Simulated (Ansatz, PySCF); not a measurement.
Process, species as SMILES: [TeH2] (H2Te) -> [TeH2] (H2Te) as doublet, charge +1 + e-

Wanted: adiabatic ionisation energy (0 K, with zero-point energies), in eV. Set-up: UHF or UKS for open shells; dispersion terms only where a functional's name holds one; no spin-orbit coupling; def2 sets with scalar-relativistic core potentials past Kr. First-principles rows: single points at B3LYP-D3(BJ) geometries (Ansatz, a quantum-chemistry and plane-wave program), with unscaled harmonic terms from B3LYP/6-31G* (LANL2DZ past Ar) at its own minima. The spin state of an ion or metal species was assumed, not searched.

| species | coefficient | E at BP86/def2-SVP (PySCF), Eh | E at wB97M-V/def2-TZVPD (Ansatz), Eh | zero-point energy, kcal/mol |
|---|---|---|---|---|
| [TeH2] (H2Te) | -1 | -269.33300 | -269.17236 | 7.20 |
| [TeH2] (H2Te) as doublet, charge +1 | +1 | -269.00058 | -268.84201 | 7.22 |

 1 Eh = 27.2114 eV and 1 eV = 23.0605 kcal/mol.

### Question
Work the quantity out at each level.

### Answer

- BP86/def2-SVP: the sum of coefficient times E is 0.33242 Eh, or 9.046 eV; the thermal terms add 0.001. Result: 9.05 eV.
- wB97M-V/def2-TZVPD: the sum of coefficient times E is 0.33035 Eh, or 8.989 eV; the thermal terms add 0.001. Result: 8.99 eV.
